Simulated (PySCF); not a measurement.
# Where the electron goes

Species: C2H9ClSSi3.
Numbering: `[Cl:1][SiH2:2][Si@@H:3]1[CH2:4][SiH2:5][CH2:6][S:7]1` (hydrogens: H8, H9 on Si2; H10 on Si3; H11, H12 on C4; H13, H14 on Si5; H15, H16 on C6)

Geometry (GFN2-xTB, Å), atoms numbered from 1 in this order:
```xyz
16
C2H9ClSSi3 angstrom
Cl     3.759    1.617   -0.702
Si     2.871    0.144    0.369
Si     0.837   -0.277   -0.636
C     -0.466    1.117   -0.454
Si    -2.020    0.445    0.420
C     -1.829   -1.435    0.175
S     -0.085   -1.939    0.385
H      3.803   -0.982    0.365
H      2.796    0.639    1.746
H      0.885   -0.644   -2.064
H     -0.052    1.958    0.099
H     -0.723    1.504   -1.439
H     -1.988    0.750    1.852
H     -3.266    0.884   -0.211
H     -2.140   -1.756   -0.818
H     -2.390   -2.016    0.902
```

Method used: PySCF 2.14.0, density-fitted response routines, TDDFT CAM-B3LYP/def2-SVPD, vertical, gas phase, core orbitals frozen in the response.

Frontier orbitals with the atoms that hold most of them (Löwdin shares over 4%, at most four atoms; ? is withheld):

```json
{"orbital": "LUMO+2", "ε (eV)": "0.89", "atoms": "S7 16%, Si5 14%, Si2 12%, Si3 11%"}
{"orbital": "LUMO+1", "ε (eV)": "0.56", "atoms": "Si3 20%, S7 17%, Si2 13%, Si5 9%"}
{"orbital": "LUMO", "ε (eV)": "0.17", "atoms": "Si2 25%, Si3 20%, Cl1 15%, S7 12%"}
{"orbital": "HOMO", "ε (eV)": "-8.06", "atoms": "?"}
{"orbital": "HOMO-1", "ε (eV)": "-9.47", "atoms": "?"}
{"orbital": "HOMO-2", "ε (eV)": "-9.75", "atoms": "S7 29%, Si3 15%, C4 12%, C6 10%"}
{"orbital": "HOMO-3", "ε (eV)": "-10.31", "atoms": "Cl1 41%, Si2 16%, H9 10%, C4 8%"}
```

(1) Give the leading atoms of the HOMO-1.

(2) Give the leading atoms of the HOMO.

(3) The HOMO–LUMO gap is 8.23 eV. Where does the response calculation put the lowest singlet, and from which orbitals?

Answers

(1) S7 (bonded to C and Si) 31%; Si3 (bonded to C, S, Si and H) 17%; Cl1 (bonded to Si) 16%; Si2 (bonded to Cl, Si and 2 H) 11%. By element: sulfur 31%, silicon 27% or more, chlorine 16%.

(2) S7 (bonded to C and Si) 64%; C6 (bonded to S, Si and 2 H) 11%; Si3 (bonded to C, S, Si and H) 9%.

(3) S1 is at 5.17 eV (f = 0.0088), 3.06 eV below the gap, made of HOMO→LUMO (75%), HOMO→LUMO+1 (10%). Without the coupling terms of the response equations the lowest excitation would equal the gap.

Next come S2 at 5.44 eV (f 0.0018), HOMO→LUMO+1 (64%), HOMO→LUMO (16%); S3 at 6.11 eV (f 0.0092), HOMO→LUMO+2 (65%), HOMO→LUMO+1 (16%); S4 at 6.40 eV (f 0.016), HOMO-1→LUMO (43%), HOMO→LUMO+3 (28%), HOMO-2→LUMO (16%); S5 at 6.56 eV (f 0.026), HOMO→LUMO+3 (37%), HOMO-1→LUMO (26%), HOMO→LUMO+4 (17%).

Time: 68 s of wall time (grids of density and orbitals included); peak memory 1.3 GiB. Hardware: one thread, Arm Neoverse V2 (aarch64) (shared host).

One conformer stands for the species.

Without π bonds the low states are Rydberg-like; a valence basis with one diffuse set may place them up to an eV too high.
